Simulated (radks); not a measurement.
The numbers below are computed, except where a source is named.
Task: The bismuth ion Bi4+, [Xe] 4f14 5d10 6s1. Code: a radial shooting solver on a logarithmic mesh with Libxc functionals. Model: non-relativistic Kohn-Sham, exchange-only B88, spin-polarised, spherical densities, point nucleus. Every spin shell is full or empty, so the densities are truly spherical. Functionals are evaluated on that one density, not self-consistently. Rank these exchange functionals by their error against the exact value of the orbitals, and give that value: LDA, PBE, PBEsol, revPBE, RPBE, PW91, PW86, WC, AM05, SOGGA, B86b, G96, APBE, revTPSS, TASK.

Result: Exact: -365.077 hartree. From best to worst, with 100 (|E| - |E exact|)/|E exact| (equal figures are ties): PW91 +0.02, B86b -0.03, APBE +0.21, RPBE -0.25, revPBE -0.28, PBE -0.37, PW86 -0.43, G96 +0.44, WC -0.64, revTPSS -0.92, TASK -1.79, PBEsol -1.80, SOGGA -1.80, AM05 -3.57, LDA -3.77.
